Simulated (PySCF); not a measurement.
Delta-SCF ions had no search for a lower state. 

## H$_{2}$BrOSi, SMILES `[O-][SiH2]Br` (charge -1, multiplicity 1)

These are CAM-B3LYP-D3(BJ)/def2-TZVPD (PySCF) values and carry that method's errors.

```
Quantity                                                  Value
--------------------------------------  -----------------------
HOMO                                                   -3.69 eV
vertical detachment energy (Delta-SCF)                  4.45 eV
total energy                                      -2940.3740 Ha
cost                                    roughly 90 core-seconds
```

Bond lengths (Å): O1–Si2 1.542, Si2–Br3 2.375, Si2–H4 1.497, Si2–H5 1.497. Angles (°): O1–Si2–Br3 114.9, O1–Si2–H4 118.4, O1–Si2–H5 118.4, Br3–Si2–H4 97.9, Br3–Si2–H5 97.9, H4–Si2–H5 105.7.
Charge -1, spin multiplicity 1.
